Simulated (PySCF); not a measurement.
C5H3NO.
SMILES with atom numbers: `[CH:1]#[C:2][c:3]1[cH:4][n:5][o:6][cH:7]1` (hydrogens: H8 on C1; H9 on C4; H10 on C7)

Cartesian coordinates in Å at the GFN2-xTB level; atoms count from 1:
```xyz
10
C5H3NO angstrom
C      2.5629   -0.0219    0.2043
C      1.3674   -0.0458    0.1065
C     -0.0328   -0.0308   -0.0070
C     -0.9047    1.0951    0.0431
N     -2.1425    0.7248   -0.0992
O     -2.1516   -0.6187   -0.2448
C     -0.9004   -1.0772   -0.1920
H      3.6082   -0.0146    0.2879
H     -0.6486    2.1265    0.1749
H     -0.7490   -2.1328   -0.2962
```

Method: TDDFT PBE0/def2-SVPD, vertical, gas phase, core orbitals frozen in the response (PySCF 2.14.0, density-fitted response routines).

Ground-to-excited transition dipoles (e·a0, same axes as the geometry; the sign carries no meaning), for the states with f of 0.002 or more among the lowest 6:

```json
{"state": "S1", "E (eV)": "5.667", "μx": "-0.773", "μy": "-0.517", "μz": "-0.120"}
{"state": "S4", "E (eV)": "6.190", "μx": "-0.721", "μy": "0.129", "μz": "-0.044"}
{"state": "S5", "E (eV)": "6.416", "μx": "-0.013", "μy": "-0.017", "μz": "0.154"}
{"state": "S6", "E (eV)": "6.872", "μx": "-0.445", "μy": "0.558", "μz": "0.023"}
```

Question: What oscillator strength does each state have?

Answer: f = (2/3) ΔE |μ|² with ΔE in hartree (27.2114 eV).

```
state  |μ|² (au)  |μ| (D)      f
   S1      0.879     2.38  0.122
   S4      0.538     1.86  0.082
   S5      0.024     0.40  0.004
   S6      0.510     1.81  0.086
```

Question: Label these states by symmetry in Cs.

Answer: From a totally symmetric ground state, an allowed state transforms like the component of the dipole operator along its μ. Polarised normal to the mirror plane, so A″: S5. Polarised in the mirror plane, so A′: S1, S4 and S6.

Question: Which bond between heavy atoms lies closest to the direction of the S1 transition dipole?

Answer: C3–C7 and C4–N5, at 16° from it; next C1–C2 at 33°.

Question: What angle do the transition dipoles of S4 and S6 make?

Answer: |cos θ| = |μa·μb| / (|μa| |μb|) = 0.75, so θ ≈ 42° (taken between 0 and 90°, since the signs are arbitrary).

Question: How is the summed strength of these states shared among x, y and z?

Answer: (2/3) Σ ΔE μα² gives 0.195 for x, 0.092 for y and 0.006 for z, 0.293 in all.

Question: What peak molar absorption coefficient would the strongest computed level give as a lone Gaussian band 0.5 eV wide at half height?

Answer: ε(max) = 2.175×10⁸ f / FWHM, with the width in cm⁻¹. S1: 2.175×10⁸ × 0.1221 / 4033 ≈ 6600 L mol⁻¹ cm⁻¹.
